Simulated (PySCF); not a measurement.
Al(F)2(OH) (AlF2HO), SMILES [OH][Al]([F])[F]. Coordinates come from a PBE0-D3(BJ)/def2-SVP optimisation. Other conformers were not sampled.

The numbers are results of PBE0-D3(BJ)/def2-SVP in PySCF, not measurements.

Harmonic wavenumbers (cm⁻¹): 231, 251, 294, 343, 553, 709, 971, 998, 3996. Rotational constants (GHz): 6.593, 6.528, 3.280; symmetry number 1.

### Question
Work out the zero-point energy and the ideal-gas rigid-rotor harmonic-oscillator thermochemistry at 298.15 K and 1 atm.

### Answer
ZPE = ½ Σ hcν = ½ × 8346 cm⁻¹ = 11.93 kcal/mol. H − E(el) = 15.66 kcal/mol. Entropy in cal/(mol K): translation 39.13, rotation 25.24, vibration 7.28, total 71.64. G − E(el) = -5.70 kcal/mol. Cp = 17.51 cal/(mol K).
